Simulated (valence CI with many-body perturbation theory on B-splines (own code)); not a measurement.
**Mo XXVII in brief**

Level of theory: valence CI with perturbative core correlation (CI+MBPT): six valence electrons over a frozen Dirac-Fock core [Ne], radial functions for each j: 9 s, 9 p, 8 d, 6 f, 3 g, 1 h, with the one-electron correlation potential Σ1 (screened to all orders), the two-electron term Σ2, the three-electron term Σ3, Breit, model QED; selected single and double excitations, second order for the rest, scaled by the run's own slope (own B-spline code, finite nucleus).

No measured spectrum was set against this ion. As an estimate, large intervals hold to a few tenths of a per cent, small ones and those within an open d or f shell to about a per cent. Among the levels kept, up to 1600 cm⁻¹ of a level comes from second order outside the variational space, and about a tenth of that is noise between levels of different J, which matters for small intervals.

Levels are named by their leading jj configuration (3d3/2^4 stands for four electrons in 3d with j = 3/2), which in mixed levels can hold well under half, so a name can repeat and another be missing.

Rates and lifetimes use the calculated energies. Strong lines usually hold to 10 to 20 %, long lifetimes can be off by a factor of two.

What is the ground level?

(3s^2 3p1/2^2 3p3/2^2) J=2, composition 76 % 3s2 3p4 3P + 21 % 3s2 3p4 1D, g = 1.388.

What is the ionisation energy?

1387.5 eV; NIST lists 1385.1 ± 1.9 eV (semi-empirical).

Among levels below 1328600 cm⁻¹, which E1 lines absorb most strongly from the ground level?

to (3s^2 3p1/2 3p3/2^2 3d3/2) J=3 at 7.826 nm, f = 0.234; to (3s^2 3p1/2 3p3/2^2 3d5/2) J=2 at 7.972 nm, f = 0.158; to (3s^2 3p1/2 3p3/2^2 3d3/2) J=1 at 7.918 nm, f = 0.151.

Name the longest-lived excited levels whose lifetime is computed, and their main decay.

(3s^2 3p1/2^2 3p3/2^2) J=0 at 66892 cm⁻¹ lives 424 ms, mostly by E2 to (3s^2 3p1/2^2 3p3/2^2) J=2; (3s^2 3p1/2^2 3p3/2 3d5/2) J=4 at 929810 cm⁻¹ lives 759 μs, mostly by M2 to (3s^2 3p1/2^2 3p3/2^2) J=2; (3s^2 3p1/2 3p3/2^2 3d5/2) J=4 at 1109300 cm⁻¹ lives 27.5 μs, mostly by M1 to (3s^2 3p1/2^2 3p3/2 3d3/2) J=3. The lifetime of (3s^2 3p1/2 3p3/2^2 3d5/2) J=4 is too uncertain to give, and may be longer. The lifetime of (3s^2 3p1/2 3p3/2^2 3d5/2) J=5 is too uncertain to give, and may be longer.

How well does LS coupling describe the low levels?

Among the lowest 20 levels the leading LS term, summed over configurations, holds 64 % on average. For single configurations the figures are 58 % in LS and 71 % in jj coupling. Terms mix most in the J = 2 level at 885470 cm⁻¹, where the leading one holds 30 %.

Where does the other parity begin?

At (3s 3p1/2^2 3p3/2^3) J=2, 767560 cm⁻¹.

What are the static dipole polarisabilities of the lowest levels?

(3s^2 3p1/2^2 3p3/2^2) J=2 0.0413 (tensor 0.0013); (3s^2 3p1/2^2 3p3/2^2) J=0 0.0409; (3s^2 3p1/2 3p3/2^3) J=1 0.0432 (tensor -0.0017); (3s^2 3p1/2 3p3/2^3) J=2 0.0429 (tensor -0.0045) bohr³, of which the core gives 0.000592.
